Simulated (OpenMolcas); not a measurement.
# What dynamic correlation does to the levels of Ta II

| Item | Value |
| --- | --- |
| Program | OpenMolcas |
| Basis | ANO-RCC-VTZP [8s7p5d3f2g1h] |
| Scalar Hamiltonian | DKH2, point nucleus |
| Active space | 4 electrons in 9 orbitals (RAS2 5d 6s; RAS3 6p, at most 2 electrons) |
| State averaging | 2S+1 = 5 even, 15 roots; 2S+1 = 3 even, 90 roots kept (CI in the orbitals of an earlier block); 2S+1 = 1 even, 85 roots kept (CI in the orbitals of an earlier block, 77 in the spin-orbit step); 2S+1 = 5 odd, 59 roots (21 in the spin-orbit step); 2S+1 = 3 odd, 86 roots kept (CI in the orbitals of an earlier block, 12 in the spin-orbit step); 2S+1 = 1 odd, 57 roots kept (CI in the orbitals of an earlier block, 1 in the spin-orbit step) |
| Spin-orbit coupling | RASSI with atomic mean-field integrals over the reference wave functions, term energies averaged over their components |

Methods on the same reference wave functions:
A. RASSCF
B. SS-RASPT2, IPEA 0.25 Eh, imaginary shift 0.1 Eh (closed shells correlated: 5s 5p)
C. MS-RASPT2, IPEA 0.25 Eh, imaginary shift 0.1 Eh (closed shells correlated: 5s 5p)

Energies in eV above 5d³ 6s ⁵F₁, the measured ground level; measured values from NIST Handbook of Basic Atomic Spectroscopic Data.

```tsv
Level	A	B	C	Measured
5d³ 6s ⁵F₁	0.0000	0.0000	0.0000	0.0000
5d³ 6s ⁵F₂	0.1342	0.1340	0.1340	0.1279
5d³ 6s ⁵F₃	0.3333	0.340	0.340	0.3276
5d³ 6s ⁵F₄	0.5623	0.568	0.568	0.5475
5d³ 6s ³P₀(1)	0.7121	0.456	0.456	
5d² 6s² ³F₂ [69 %]	0.7665	0.495	0.495	0.3943
5d³ 6s ⁵F₅	0.7994	0.798	0.798	0.7671
5d³ 6s ³P₁(1)	0.8575	0.615	0.615	
5d² 6s² ³F₃	1.1772	0.906	0.906	0.8470
5d² 6s² ³F₄	1.5067	1.241	1.241	1.2084
5d³ 6s ⁵P₁	1.5176	1.388	1.388	
5d⁴ ⁵D₀ [73 %]	1.6566	1.598	1.598	
5d³ 6s ⁵P₂ [53 %]	1.7171	1.562	1.562	
5d⁴ ⁵D₁	1.7528	1.708	1.708	
5d⁴ ⁵D₂	1.8632	1.857	1.857	
5d⁴ ⁵D₃ [64 %]	2.0140	2.030	2.030	
5d³ 6s ³G₅ [60 %]	2.0855	1.905	1.905	
5d³ 6s ³D₁ [52 %]	2.1716	1.935	1.935	
5d³ 6s ³P₀(2)	2.3456	2.160	2.160	
5d³ 6s ³P₁(2) [55 %]	2.4607	2.264	2.264	
5d³ 6s ³D₂ [68 %]	2.4661	2.249	2.249	
5d³ 6s ³H₅ [70 %]	2.6172	2.414	2.414	
5d³ 6s ³H₆	2.6301	2.416	2.416	
5d³ 6s ³P₂(2) [75 %]	2.6344	2.419	2.419
```

Deviations, from unrounded energies. A percentage is the sum of absolute deviations over the sum of measured energies, with the sign that they share, or ± where signs differ.

```json
{"Against measurement": "mean absolute deviation (cm-1)", "Levels": "7", "A": "1200", "B": "300", "C": "300"}
{"Against measurement": "fine structure of the ground term (%)", "Levels": "4", "A": "+3.3", "B": "+4.0", "C": "+4.0"}
{"Against measurement": "other configurations (%)", "Levels": "3", "A": "+40.9", "B": "+7.9", "C": "+7.9"}
```

B, C lie about equally close to measurement and A furthest from it. The largest miss of B in the table is 5d² 6s² ³F₂ [69 %], by +810 cm-1. The ranking rests on the paired levels alone, and a cruder setting can come out closer through cancelling errors.

Between B and C no level of the table moves by more than 5 cm-1.

The two smallest mean deviations differ by little beside CASPT2's spread within terms, so their order carries little weight.

From A to B the spin-free energies of the other terms of 5d³ 6s shown, above ⁵F, scale by factors of 0.53 to 0.88.

The lowest spin-free term lies below A's lowest term by 0.275 hartree in B, 0.275 hartree in C.

CASPT2 breaks the degeneracy within a term, and the mean is taken; among the terms shown or strongly mixed into the levels shown the widest spread is 660 cm-1 (5d³ 6s ⁵F, C). Some high roots are left out of the spin-orbit mixing, which shifts the levels that they would mix with. Terms from blocks run as CI alone lack orbitals of their own. Configurations are named by rounded mean occupations; where the s occupation lies near a half they are strongly mixed, a name can repeat and a true partner stay unpaired. A single d shell beside an s shell can misplace configurations of different d count against each other. Without dynamic correlation excited terms often stand tens of per cent too high (terms of higher spin than the ground term too low), and those without a measured partner can miss by more than the paired ones (holds for A). The CASPT2 spread within a term exceeds the gap to the next term for 5d³ 6s ³G and 5d³ 6s ³F(1), so the order of their levels is uncertain, and so are names and mixing where such terms share a J (holds for B; C). Blocks of more than 70 roots (2S+1 = 3 even, 1 even) ran without multistate coupling (holds for C). Measured partners are found by configuration, term and J. A level has none where our copy of the source lacks it or the pairing is in doubt (some pairs that miss far off the trend of their configuration count as doubtful), and it then counts in no deviation. Only configurations of the active space appear. Levels that lie high or do not pair safely by name in every column are left out.

A share in square brackets marks a mixed level and gives the weight of the term that names it, the lowest over the columns. A number in round brackets counts repeated terms of one configuration in the order of the reference energies.
